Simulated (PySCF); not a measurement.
C4H9FSi, SMILES [SiH3]C1(CCC1)F.

Geometry: PBE0-D3(BJ)/def2-SVP. This is a generated structure with no PubChem entry under its InChIKey; it may be hypothetical.

Two levels are set side by side: TDA-PBE/def2-SVPD (PySCF) and TDA-M06-2X/def2-SVPD (PySCF). Vertical, same geometry. The lowest singlet is HOMO→LUMO 91 % with PBE and HOMO→LUMO 43 %, HOMO→LUMO+1 42 %, HOMO→LUMO+2 7 % with the other functional; states are paired by order. Differences are taken from unrounded values.

```tsv
quantity	TDA-M06-2X
lowest singlet excitation (eV)	7.56
lowest triplet excitation (TDA) (eV)	7.11
first bright state (f over 0.05) (eV)	8.29
its oscillator strength	0.15
```

What does TDA-PBE give, and how far is it from TDA-M06-2X? (An estimate is asked for; the answer gives what the named calculation found.)


```tsv
quantity	TDA-PBE	TDA-PBE minus TDA-M06-2X
lowest singlet excitation (eV)	6.43	-1.13
lowest triplet excitation (TDA) (eV)	6.13	-0.98
first bright state (f over 0.05) (eV)	7.18	-1.11
its oscillator strength	0.13	-0.03
```

Functionals without exact exchange tend to place singlet excitations lower, as here. Differences between two approximate levels are no errors against the true value.

Rough cost on one machine, each run with all the roots and properties that it gave: TDA-M06-2X against TDA-PBE about 10 times.
